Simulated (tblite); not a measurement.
Compound: C7H8NPS.
Numbering: `[CH:1]#[C:2][c:3]1[p:4][cH:5][c:6]([N:7]([CH3:8])[CH3:9])[s:10]1` (hydrogens: H11 on C1; H12 on C5; H13, H14, H15 on C8; H16, H17, H18 on C9)

Method: GFN2-xTB as coded in tblite; computed harmonic values from a numerical Hessian at the method's own geometry, unscaled. The method is semi-empirical: single wavenumbers can be off by several per cent or more.

Harmonic wavenumbers (cm⁻¹): 48.5, 77.0, 99.7, 117.6, 133.4, 144.4, 233.4, 239.3, 284.3, 335.3, 386.6, 401.4, 408.2, 431.6, 493.6, 527.4, 583.2, 605.0, 645.0, 687.8, 711.7, 893.5, 936.9, 958.9, 1046.0, 1089.4, 1102.5, 1120.5, 1191.1, 1221.8, 1278.1, 1308.8, 1411.3, 1425.5, 1469.3, 1475.8, 1479.0, 1492.1, 1528.8, 2220.0, 2907.6, 2912.8, 3001.2, 3002.6, 3025.3, 3035.3, 3104.7, 3400.6.

A = 2166, B = 661.1, C = 510.6 MHz; mass 169.012 u (most abundant isotopes); point group C1, symmetry number 1.

Question: Zero-point energy?

Answer: ½Σν̃ = 28317 cm⁻¹ = 338.75 kJ/mol.

Question: Give the ideal-gas entropy at 400 K and 1 bar in the rigid-rotor, harmonic-oscillator model (classical rotation).

Answer: Translation 178.94, rotation 131.13, vibration 196.45: S = 506.5 J/(mol K).

Question: And Cp and H(400 K) − H(0)?

Answer: Cp = 218.25 J/(mol K), of which vibrations give 184.99 (their classical limit is 48 R = 399.1); H(400 K) − H(0) = 53.65 kJ/mol without the zero-point energy, 40.34 from vibrations.

Question: How do the functions run with temperature in this model?

Answer: 
```tsv
T (K)	S (J/(mol K))	Cp (J/(mol K))	H − H(0) (kJ/mol)	G − H(0) (kJ/mol)	ln q(vib)
100	306.3	89.6	5.92	-24.70	1.96
200	384.3	139.7	17.47	-59.39	5.19
300	449.1	181.8	33.59	-101.13	8.40
500	558.6	248.6	77.04	-202.26	14.47
800	690.3	311.1	161.85	-390.41	22.63
1000	762.8	337.9	226.90	-535.89	27.49
```

q(vib) and H(0) count from the zero-point level.

Question: What must be added to the electronic energy to get the Gibbs energy at 400 K and 1 bar?

Answer: ZPE + [H(400 K) − H(0)] − T·S = 338.75 + 53.65 − 202.61 = 189.79 kJ/mol.

Question: Which modes carry the vibrational entropy at 400 K?

Answer: 48.5 cm⁻¹: 22.84; 77.0 cm⁻¹: 19.02; 99.7 cm⁻¹: 16.89; 117.6 cm⁻¹: 15.53; 133.4 cm⁻¹: 14.50; 144.4 cm⁻¹: 13.85 J/(mol K); the other 42 give 93.83 together.

Hindered rotation and anharmonicity are outside this model. The structure is chiral; the term R ln 2 for an equal mix with its mirror image is left out.

The values belong to the conformer `[CH:1]#[C:2][c:3]1[p:4][cH:5][c:6]([N:7]([CH3:8])[CH3:9])[s:10]1`: C5–C6–N7–C8 14°.
